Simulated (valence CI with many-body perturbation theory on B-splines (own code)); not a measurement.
## E1 line list for Pt LXXI

Method: valence CI with perturbative core correlation (CI+MBPT): six valence electrons over a frozen Dirac-Fock core [He], a basis of 9 s, 9 p, 8 d, 6 f, 3 g, 1 h functions for each j, with the one-electron correlation potential Σ1, the two-electron term Σ2, the three-electron term Σ3, Breit, model QED; selected CI, second order for the rest, scaled by the run's own slope (own B-spline code, finite nucleus).

The last digits are not significant, and no measured levels were compared; by estimate large intervals hold to a few tenths of a per cent, small ones and those within an open d or f shell to about a per cent. Among the levels kept, up to 1900 cm⁻¹ of a level comes from second order outside the variational space, and about a tenth of that is noise between levels of different J, which matters for small intervals.

Lines 51 to 100 of 208 in falling wavelength, among levels below 885.71 Ry, chosen from the strongest by gf and those to the six lowest levels. Wavelengths and rates use the calculated energies. Electric multipoles are in the length gauge with retardation, E1 and E2 with the static RPA response of the core. Weak lines are less certain than strong ones. Lines between different terms over intervals too small for the method are left out, as are lines whose strength nearly cancels. The highest levels of a list are the least certain.

Levels are named by their leading jj configuration (3d3/2^4 stands for four electrons in 3d with j = 3/2), which in mixed levels can hold well under half, so a name can repeat and another be missing. Letters in brackets count levels of one name in rising energy.

| λ vac (Å) | Upper | Lower | A (s⁻¹) | log gf | Branch % |
| --- | --- | --- | --- | --- | --- |
| 30.13 | (2s 2p1/2^2 2p3/2^2 3s) J=1 [a] | (2s^2 2p1/2 2p3/2^2 3s) J=1 [b] | 3.34e+10 | -1.87 | 0.0 |
| 29.26 | (2s 2p1/2^2 2p3/2^3) J=2 | (2s^2 2p1/2 2p3/2^3) J=2 | 4.54e+10 | -1.54 | 0.3 |
| 29.22 | (2s 2p1/2^2 2p3/2^2 3p1/2) J=1 [a] | (2s^2 2p1/2 2p3/2^2 3p1/2) J=1 [b] | 4.33e+10 | -1.78 | 0.0 |
| 29.16 | (2s 2p1/2^2 2p3/2^2 3p1/2) J=0 | (2s^2 2p1/2 2p3/2^2 3p1/2) J=1 [b] | 1.17e+11 | -1.82 | 0.6 |
| 28.39 | (2s 2p1/2^2 2p3/2^2 3p1/2) J=1 [b] | (2s^2 2p1/2 2p3/2^2 3p1/2) J=2 [b] | 2.86e+10 | -1.98 | 0.0 |
| 28.02 | (2s 2p1/2^2 2p3/2^3) J=2 | (2s^2 2p1/2 2p3/2^3) J=1 | 5.37e+10 | -1.50 | 0.3 |
| 27.72 | (2s 2p1/2 2p3/2^4) J=1 | (2s^2 2p3/2^4) J=0 | 6.30e+10 | -1.66 | 0.2 |
| 27.45 | (2s 2p1/2^2 2p3/2^2 3s) J=0 | (2s^2 2p1/2 2p3/2^2 3s) J=1 [b] | 7.44e+10 | -2.08 | 0.0 |
| 26.27 | (2s 2p1/2^2 2p3/2^2 3s) J=1 [b] | (2s^2 2p1/2 2p3/2^2 3s) J=2 [b] | 2.85e+10 | -2.05 | 0.0 |
| 25.66 | (2s 2p1/2^2 2p3/2^2 3p1/2) J=2 [b] | (2s^2 2p1/2 2p3/2^2 3p1/2) J=3 | 9.16e+10 | -1.34 | 0.0 |
| 25.35 | (2s 2p1/2^2 2p3/2^2 3s) J=2 [b] | (2s^2 2p1/2 2p3/2^2 3s) J=3 | 6.48e+10 | -1.51 | 0.1 |
| 24.90 | (2s 2p1/2^2 2p3/2^2 3p1/2) J=1 [b] | (2s^2 2p1/2 2p3/2^2 3p1/2) J=2 [a] | 3.70e+10 | -1.99 | 0.0 |
| 24.10 | (2s 2p1/2^2 2p3/2^3) J=1 | (2s^2 2p1/2 2p3/2^3) J=2 | 1.32e+11 | -1.46 | 0.3 |
| 23.82 | (2p1/2^2 2p3/2^4) J=0 | (2s 2p1/2 2p3/2^4) J=1 | 4.39e+11 | -1.43 | 0.7 |
| 23.25 | (2s 2p1/2^2 2p3/2^3) J=1 | (2s^2 2p1/2 2p3/2^3) J=1 | 3.48e+10 | -2.07 | 0.1 |
| 20.27 | (2s^2 2p1/2 2p3/2^2 3p3/2) J=3 | (2s^2 2p1/2 2p3/2^2 3s) J=2 [b] | 3.99e+10 | -1.76 | 0.9 |
| 20.16 | (2s^2 2p1/2 2p3/2^2 3p3/2) J=2 | (2s^2 2p1/2 2p3/2^2 3s) J=2 [b] | 6.72e+10 | -1.69 | 1.0 |
| 19.85 | (2s^2 2p1/2 2p3/2^2 3p3/2) J=2 | (2s^2 2p1/2 2p3/2^2 3s) J=3 | 5.28e+10 | -1.81 | 0.8 |
| 19.58 | (2s^2 2p1/2 2p3/2^2 3p3/2) J=0 | (2s^2 2p1/2 2p3/2^2 3s) J=1 [a] | 2.35e+12 | -0.87 | 47.6 |
| 19.50 | (2s^2 2p1/2^2 2p3/2 3p3/2) J=1 | (2s^2 2p1/2^2 2p3/2 3s) J=1 | 1.98e+12 | -0.47 | 49.2 |
| 19.50 | (2s^2 2p1/2 2p3/2^2 3p3/2) J=2 | (2s^2 2p1/2 2p3/2^2 3s) J=1 [a] | 1.17e+12 | -0.48 | 17.2 |
| 19.38 | (2s^2 2p1/2^2 2p3/2 3d3/2) J=2 | (2s^2 2p1/2^2 2p3/2 3p1/2) J=2 | 8.33e+11 | -0.63 | 0.5 |
| 19.34 | (2s^2 2p1/2^2 2p3/2 3d3/2) J=2 | (2s^2 2p1/2^2 2p3/2 3p1/2) J=1 | 8.62e+11 | -0.62 | 0.5 |
| 19.23 | (2s^2 2p1/2^2 2p3/2 3p3/2) J=3 | (2s^2 2p1/2^2 2p3/2 3s) J=2 | 2.54e+12 | -0.01 | 63.1 |
| 19.21 | (2s^2 2p1/2^2 2p3/2 3p3/2) J=1 | (2s^2 2p1/2^2 2p3/2 3s) J=2 | 4.42e+11 | -1.14 | 11.0 |
| 19.20 | (2s^2 2p1/2 2p3/2^2 3p3/2) J=3 | (2s^2 2p1/2 2p3/2^2 3s) J=2 [a] | 2.57e+12 | 0.00 | 59.2 |
| 19.12 | (2s^2 2p1/2^2 2p3/2 3d3/2) J=3 | (2s^2 2p1/2^2 2p3/2 3p1/2) J=2 | 1.75e+12 | -0.17 | 3.7 |
| 19.10 | (2s^2 2p1/2 2p3/2^2 3p3/2) J=2 | (2s^2 2p1/2 2p3/2^2 3s) J=2 [a] | 1.27e+12 | -0.46 | 18.6 |
| 19.00 | (2s^2 2p1/2^2 2p3/2 3d3/2) J=1 | (2s^2 2p1/2^2 2p3/2 3p1/2) J=2 | 3.20e+11 | -1.28 | 0.1 |
| 18.97 | (2s^2 2p1/2^2 2p3/2 3d3/2) J=1 | (2s^2 2p1/2^2 2p3/2 3p1/2) J=1 | 1.49e+12 | -0.62 | 0.3 |
| 18.83 | (2s^2 2p1/2^2 2p3/2 3d3/2) J=0 | (2s^2 2p1/2^2 2p3/2 3p1/2) J=1 | 1.85e+12 | -1.01 | 97.2 |
| 18.59 | (2s^2 2p1/2^2 2p3/2 3p3/2) J=2 | (2s^2 2p1/2^2 2p3/2 3s) J=1 | 1.47e+12 | -0.42 | 39.3 |
| 18.32 | (2s^2 2p1/2^2 2p3/2 3p3/2) J=2 | (2s^2 2p1/2^2 2p3/2 3s) J=2 | 1.44e+12 | -0.44 | 38.7 |
| 17.83 | (2s^2 2p1/2^2 2p3/2 3p3/2) J=0 | (2s^2 2p1/2^2 2p3/2 3s) J=1 | 3.30e+12 | -0.80 | 44.4 |
| 9.522 | (2s^2 2p3/2^4) J=0 | (2s 2p1/2^2 2p3/2^3) J=1 | 8.53e+10 | -2.94 | 43.9 |
| 5.766 | (2s 2p1/2^2 2p3/2^2 3s) J=3 | (2s^2 2p1/2^2 2p3/2 3s) J=2 | 5.09e+12 | -0.75 | 9.4 |
| 5.747 | (2s 2p1/2^2 2p3/2^2 3p1/2) J=2 [a] | (2s^2 2p1/2^2 2p3/2 3p1/2) J=2 | 5.69e+11 | -1.85 | 0.2 |
| 5.744 | (2s 2p1/2^2 2p3/2^2 3p1/2) J=3 | (2s^2 2p1/2^2 2p3/2 3p1/2) J=2 | 4.93e+12 | -0.77 | 0.8 |
| 5.744 | (2s 2p1/2^2 2p3/2^2 3p1/2) J=2 [a] | (2s^2 2p1/2^2 2p3/2 3p1/2) J=1 | 4.50e+12 | -0.95 | 1.7 |
| 5.704 | (2s 2p1/2^2 2p3/2^2 3s) J=2 [a] | (2s^2 2p1/2^2 2p3/2 3s) J=1 | 2.86e+12 | -1.16 | 0.9 |
| 5.679 | (2s 2p1/2^2 2p3/2^2 3s) J=2 [a] | (2s^2 2p1/2^2 2p3/2 3s) J=2 | 3.02e+12 | -1.14 | 1.0 |
| 5.561 | (2s 2p1/2^2 2p3/2^3) J=2 | (2s^2 2p1/2^2 2p3/2^2) J=2 | 1.66e+13 | -0.42 | 99.4 |
| 5.528 | (2s 2p1/2 2p3/2^4) J=0 | (2s^2 2p1/2 2p3/2^3) J=1 | 3.31e+13 | -0.82 | 99.9 |
| 5.499 | (2s 2p1/2^2 2p3/2^3) J=1 | (2s^2 2p1/2^2 2p3/2^2) J=0 | 1.06e+13 | -0.84 | 25.8 |
| 5.487 | (2s 2p1/2^2 2p3/2^2 3s) J=1 [a] | (2s^2 2p1/2^2 2p3/2 3s) J=1 | 2.28e+12 | -1.51 | 1.4 |
| 5.477 | (2s 2p1/2 2p3/2^4) J=1 | (2s^2 2p1/2 2p3/2^3) J=2 | 2.99e+13 | -0.39 | 83.8 |
| 5.468 | (2s 2p1/2^2 2p3/2^2 3s) J=1 [b] | (2s^2 2p1/2^2 2p3/2 3s) J=1 | 2.92e+13 | -0.41 | 8.6 |
| 5.464 | (2s 2p1/2^2 2p3/2^2 3s) J=1 [a] | (2s^2 2p1/2^2 2p3/2 3s) J=2 | 1.59e+13 | -0.67 | 9.5 |
| 5.462 | (2p1/2^2 2p3/2^4) J=0 | (2s 2p1/2^2 2p3/2^3) J=1 | 6.70e+13 | -0.52 | 99.4 |
| 5.458 | (2s 2p1/2^2 2p3/2^2 3p1/2) J=1 [a] | (2s^2 2p1/2^2 2p3/2 3p1/2) J=2 | 1.45e+13 | -0.71 | 2.1 |

Task: How does gf follow from A for the line at 25.66 Å?

Result: gf = 1.4992 × (2J+1)_upper × A / σ², with σ = 3897218 cm⁻¹ and 2J+1 = 5: gf = 0.0452.
